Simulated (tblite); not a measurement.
`C=[C]/C(Cl)=C\[SiH3]` [radical] (doublet state). Computed geometry: GFN2-xTB, gas phase. This method treats the open shell by occupation alone, without spin polarisation.

```
atom  x, y, z in Å
C1     2.0925   -0.9406   -0.5193
C2     1.1794   -0.0398   -0.6341
C3     0.2525    0.9150   -0.7799
Cl4    0.6885    2.1990   -1.9179
C5    -0.9677    0.9787   -0.1410
Si6   -1.5440   -0.3097    1.0778
H7     2.1176   -1.8226   -1.1458
H8     2.8820   -0.8742    0.2179
H9    -1.5963    1.8229   -0.3769
H10   -2.8709    0.0938    1.5423
H11   -0.6181   -0.3949    2.2123
H12   -1.6143   -1.6281    0.4386
```

(1) Where is the centre of mass (commonest isotopes), and what is the radius of gyration?

(2) What is the repulsion energy of the bare nuclei, Σ ZA·ZB/RAB?

(3) Work out the bond lengths C1=C2, C2–C3, C3=C5, C5–H9 in Å.

(4) How far are the heavy atoms from their best plane (unweighted least squares)?

(5) How far apart are these pairs, which share no bond: C2···Cl4, C3···H7, Cl4···H8, C5···H10, Si6···H8?

(6) What are the angles C2–C1–H7, C2–C3–C5, C2–C3–Cl4, C3–C5–Si6, C5–Si6–H12, C5–Si6–H10, H11–Si6–H12?

(7) Write the matrix of distances between heavy atoms (Å, lower triangle).

Answers

(1) Mass 116.993 u; centre at (0.084, 0.653, -0.503) Å; Rg = √(Σ m r²/M) = 2.090 Å. As Ia + Ib + Ic = 2 Σ m r², the three principal moments sum to 1022.0 u·Å².

(2) 306.37 Eh over 66 pairs, with full nuclear charges and distances in bohr; the largest single term is 30.49 Eh (C3 with Cl4).

(3) For C1=C2 the difference vector is (-0.9131, 0.9008, -0.1148) Å, of length 1.2878 Å. C1=C2 1.288; C2–C3 1.339; C3=C5 1.379; C5–H9 1.079 Å.

(4) 0.000 Å rms; none is more than 0.001 Å off.

(5) C2···Cl4 2.627 Å (2 bonds apart); C3···H7 3.333 Å (3 bonds apart); Cl4···H8 4.338 Å (4 bonds apart); C5···H10 2.690 Å (2 bonds apart); Si6···H8 4.544 Å (5 bonds apart).

(6) From the scalar product of the two bond vectors; for C2–C1–H7 it is -0.7455 Å² over 1.2878 × 1.0822 Å², cos θ = -0.5350. C2–C1–H7 122.3°; C2–C3–C5 126.5°; C2–C3–Cl4 114.6°; C3–C5–Si6 123.0°; C5–Si6–H12 110.5°; C5–Si6–H10 107.3°; H11–Si6–H12 108.4°.

(7) 
```
C1    0.000
C2    1.288  0.000
C3    2.626  1.339  0.000
Cl4   3.713  2.627  1.770  0.000
C5    3.632  2.427  1.379  2.718  0.000
Si6   4.022  3.228  2.860  4.500  1.865  0.000
```

The point group is Cs within 0.08 Å; differences among equivalent distances and angles are scatter left by the optimiser. Its GFN2-xTB frequencies are all real (lowest 54 cm⁻¹).
